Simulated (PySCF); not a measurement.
**Cl⁺: excitation energy**

Cl⁺ [Ne] 3s2 3p4 (3P) → Cl⁺ [Ne] 3s1 3p4 4s1 (5P), as a difference of total energies. Calculation: PySCF 2.14, in x2c-QZVPPall with one added diffuse shell each of s, p, d, f type (10s7p5d3f1g, 86 functions); the spin-free X2C one-electron Hamiltonian (Gaussian nucleus). Correlated levels: valence: [Ne] frozen; valence and next inner shell: 1s2 frozen. The calculations carry no spin-orbit coupling.

| method | excitation energy (eV) |
| --- | --- |
| UHF | 25.554 |
| LDA | 25.884 |
| PBE | 25.734 |
| r2SCAN | 25.827 |
| BHandHLYP | 26.502 |
| ROHF | 25.444 |
| MP2 (valence) | 25.847 |
| SCS-MP2 (valence) | 26.062 |
| MP2 (valence and next inner shell) | 25.947 |
| SCS-MP2 (valence and next inner shell) | 26.135 |

Estimate what B2PLYP gives.

26.315 eV, closest to SCS-MP2 (valence and next inner shell) among the rows shown.

Estimate what LC-wPBE gives.

26.464 eV, closest to BHandHLYP among the rows shown.

A first-order spin-orbit estimate (lowest level to lowest level, LS coupling) adds -0.006 eV.

The upper state lies above the first ionisation limit, where it may autoionise and the basis confines it. A Rydberg-like electron needs more diffuse functions than a valence basis has.

The promoted electron is Rydberg-like, and one or two diffuse shells describe it only roughly, which tends to raise the upper state.
